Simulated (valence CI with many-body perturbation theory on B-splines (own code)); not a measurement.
The numbers below are computed, except where a source is named.
## Hyperfine factors and g values of Bi⁶⁹⁺

Level of theory: relativistic CI+MBPT: four valence electrons over a frozen Dirac-Fock core [Ne], a basis of 11 s, 11 p, 10 d, 8 f, 5 g, 2 h functions for each j, with the one-electron correlation potential Σ1, the two-electron term Σ2, the three-electron term Σ3, Breit, model QED; selected CI, second order for the rest, scaled by the run's own slope (own B-spline code, finite nucleus).

The last digits are not significant, and no measured levels were compared; by estimate large intervals hold to a few tenths of a per cent, small ones and those within an open d or f shell to about a per cent. Among the levels kept, up to 580 cm⁻¹ of a level comes from second order outside the variational space, and about a tenth of that is noise between levels of different J, which matters for small intervals.

A/g_I is the dipole constant over the nuclear g factor μ/I (μ in nuclear magnetons, uniformly magnetised nucleus), B/Q the quadrupole constant per barn. Both hold the static response of the core; the bare values leave it out. Large factors of s and p1/2 electrons are usually good to 5 to 10 %; those of open d and f shells near neutrality can be off by tens of per cent, and small factors of p3/2, d and f electrons come from cancelling terms and can be off by a factor of two or in sign, in half-filled shells by more. B is blank for J = 1/2, where it vanishes, and for nearly pure S terms. Energies count from the lowest level. Levels with J = 0 are left out.

Levels are named by their leading jj configuration (3d3/2^4 stands for four electrons in 3d with j = 3/2), which in mixed levels can hold well under half, so a name can repeat and another be missing. Letters in brackets count levels of one name in rising energy.

```
                         Level  E (eV)      g  A/g_I (MHz)  A/g_I bare  B/Q (MHz/b)  B/Q bare
        (3s^2 3p1/2 3p3/2) J=1   612.7  1.485      -461000     -448000       332000    329000
        (3s^2 3p1/2 3p3/2) J=2   623.2  1.154      1110000     1090000       631000    623000
        (3s 3p1/2^2 3p3/2) J=2   817.3  1.503      2710000     2670000       631000    624000
        (3s 3p1/2^2 3p3/2) J=1   847.4  1.047     -1820000    -1780000       319000    315000
        (3s^2 3p1/2 3d3/2) J=2   867.2  0.750      1010000      995000       136000    139000
        (3s^2 3p1/2 3d3/2) J=1   920.9  0.887      -963000     -938000       118000    118000
        (3s^2 3p1/2 3d5/2) J=2  1028.8  1.277      -443000     -430000       102000    104000
        (3s^2 3p1/2 3d5/2) J=3  1030.7  1.097       633000      627000       110000    113000
        (3s 3p1/2^2 3d3/2) J=1  1077.0  0.452     -2310000    -2260000        57700     59200
        (3s 3p1/2^2 3d3/2) J=2  1085.7  1.110      2630000     2580000       112000    115000
        (3s 3p1/2^2 3d5/2) J=3  1233.0  1.333      1740000     1710000       107000    110000
            (3s^2 3p3/2^2) J=2  1244.2  1.303       273000      273000        34600     34300
        (3s 3p1/2^2 3d5/2) J=2  1249.4  1.037     -1520000    -1490000        84700     87300
    (3s 3p1/2 3p3/2^2) J=2 [a]  1417.8  1.525      1690000     1660000        97200     96000
        (3s 3p1/2 3p3/2^2) J=3  1440.1  1.307      2380000     2340000        26900     26700
    (3s 3p1/2 3p3/2^2) J=2 [b]  1468.5  1.086       287000      288000       -22100    -21700
    (3s 3p1/2 3p3/2^2) J=1 [a]  1470.1  1.261      1760000     1730000      -443000   -438000
    (3s 3p1/2 3p3/2^2) J=1 [b]  1484.0  1.328      1880000     1850000       367000    363000
        (3s^2 3p3/2 3d3/2) J=3  1523.0  1.070       318000      319000       741000    736000
        (3s^2 3p3/2 3d3/2) J=1  1531.1  1.115       410000      409000      -330000   -328000
        (3s^2 3p3/2 3d3/2) J=2  1531.3  1.054       -13100       -6120       -42900    -42400
        (3s^2 3p3/2 3d5/2) J=4  1633.7  1.234       165000      167000       808000    803000
        (3s^2 3p3/2 3d5/2) J=2  1645.9  1.215       107000      110000      -430000   -424000
(3s 3p1/2 3p3/2 3d3/2) J=2 [a]  1656.6  1.136       666000      660000       -26800    -26400
(3s 3p1/2 3p3/2 3d3/2) J=1 [a]  1666.3  1.113       944000      933000      -302000   -300000
        (3s^2 3p3/2 3d5/2) J=3  1670.1  1.204       181000      183000       -37500    -34300
(3s 3p1/2 3p3/2 3d3/2) J=3 [a]  1672.9  1.118      1540000     1520000       236000    235000
        (3s^2 3p3/2 3d5/2) J=1  1682.6  1.070       -53000      -46400       108000    108000
         (3p1/2^2 3p3/2^2) J=2  1682.8  1.209       963000      952000       -49200    -49300
    (3s 3p1/2 3p3/2 3d3/2) J=4  1693.1  1.141      1860000     1830000       671000    667000
(3s 3p1/2 3p3/2 3d3/2) J=2 [b]  1708.7  0.908      1190000     1170000      -229000   -225000
(3s 3p1/2 3p3/2 3d3/2) J=3 [b]  1717.4  1.221      1540000     1520000       566000    561000
(3s 3p1/2 3p3/2 3d3/2) J=1 [b]  1722.6  1.633      3890000     3820000       230000    228000
(3s 3p1/2 3p3/2 3d3/2) J=2 [c]  1726.9  1.336      1480000     1460000       244000    239000
```

**Question.** Take the isotope of mass number 207, with I = 9/2, μ = 4.0729 μN, leaving out the quadrupole term. What is the hyperfine structure of (3s^2 3p1/2 3d5/2) J=2?

**Answer.** From the table A = -401000 MHz. Shifts from the centre of gravity in MHz: F = 5/2: 4410000, F = 7/2: 3010000, F = 9/2: 1200000, F = 11/2: -1000000, F = 13/2: -3610000.
